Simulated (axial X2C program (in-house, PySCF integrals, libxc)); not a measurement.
# Outer orbitals of TeH at 1.665 Å, PBE0

Computed with an in-house all-electron X2C program for linear molecules (integrals from PySCF). Spin-free means the one-electron spin-free X2C Hamiltonian; two-component (2c) means X2C with spin–orbit coupling and atomic mean-field two-electron Coulomb and Gaunt terms, so the difference of the two also holds small scalar two-electron terms. Basis: Te dyall-cv3z [11s12p8d4f1g], H dyall-v3z [6s2p1d] (cores contracted in-house); Gaussian nuclei, density fitting, unrestricted open shells. Masses: Te 129.906 u, H 1.008 u.

The distance is close to the 2c PBE0 minimum; the highest filled and lowest empty levels are listed.

Spin-free orbitals, state M_S = 1/2, Λ = 1 (beyond evenly filled blocks: π+α, π+β, π-α) (Löwdin shares):

| symmetry | occupied | ε (eV) | atomic character |
| --- | --- | --- | --- |
| σα | yes | -17.80 | 75% Te s, 20% H s, 5% H p |
| σβ | yes | -16.93 | 72% Te s, 22% H s, 5% H p |
| σα | yes | -10.20 | 54% Te p, 33% H s, 10% Te s |
| σβ | yes | -9.97 | 53% Te p, 32% H s, 12% Te s |
| π-α | yes | -7.28 | 97% Te p, 3% H p |
| π+α | yes | -7.28 | 97% Te p, 3% H p |
| π+β | yes | -6.41 | 97% Te p, 3% H p |
| π-β | no | -4.38 | 97% Te p, 3% H p |
| σα | no | -0.52 | 31% H s, 26% Te p, 21% Te d |
| σβ | no | -0.33 | 32% H s, 26% Te p, 19% Te d |
| σα | no | 1.85 | 58% H s, 18% Te s, 14% Te d |

Spinors with spin–orbit coupling (state Ω = 3/2):

```json
{"ω": "1/2", "occupied": "yes", "ε (eV)": "-17.73", "atomic character": "75% Te s, 20% H s, 5% H p", "λ mixture": "100% σ"}
{"ω": "-1/2", "occupied": "yes", "ε (eV)": "-16.89", "atomic character": "72% Te s, 22% H s, 5% H p", "λ mixture": "100% σ"}
{"ω": "1/2", "occupied": "yes", "ε (eV)": "-10.18", "atomic character": "55% Te p, 32% H s, 10% Te s", "λ mixture": "99% σ, 1% π"}
{"ω": "-1/2", "occupied": "yes", "ε (eV)": "-9.96", "atomic character": "54% Te p, 32% H s, 12% Te s", "λ mixture": "98% σ, 2% π"}
{"ω": "-1/2", "occupied": "yes", "ε (eV)": "-7.48", "atomic character": "96% Te p, 3% H p", "λ mixture": "98% π, 2% σ"}
{"ω": "3/2", "occupied": "yes", "ε (eV)": "-6.97", "atomic character": "97% Te p, 3% H p", "λ mixture": "100% π"}
{"ω": "1/2", "occupied": "yes", "ε (eV)": "-6.63", "atomic character": "96% Te p, 3% H p", "λ mixture": "99% π, 1% σ"}
{"ω": "-3/2", "occupied": "no", "ε (eV)": "-4.11", "atomic character": "97% Te p, 3% H p", "λ mixture": "100% π"}
{"ω": "1/2", "occupied": "no", "ε (eV)": "-0.49", "atomic character": "31% H s, 26% Te p, 21% Te d", "λ mixture": "100% σ"}
{"ω": "-1/2", "occupied": "no", "ε (eV)": "-0.30", "atomic character": "32% H s, 27% Te p, 19% Te d", "λ mixture": "100% σ"}
{"ω": "1/2", "occupied": "no", "ε (eV)": "1.86", "atomic character": "58% H s, 18% Te s, 14% Te d", "λ mixture": "100% σ"}
```

Problem. How does the gap between the highest filled and lowest empty level change from the spin-free to the 2c table?

Solution. From 2.03 to 2.52 eV at PBE0, a change of 0.49 eV.

Mulliken charges and populations of the two-component result (they depend on the basis, above all on diffuse functions):

Te 0.09 e (s 9.92 p 21.97 d 20.02 f 0.01), H -0.09 e (s 1.04 p 0.05). ⟨Lz⟩ = 1.00 ħ and ⟨Sz⟩ = 0.50 ħ (0.52 and -0.02 on the two atoms), which add up to Ω.

The state is a single determinant with fixed occupations, the lowest that a limited PBE0 search found. Density functionals use the spin component along the axis (collinear). Without a current term, density functionals place determinants with orbital angular momentum somewhat too high.
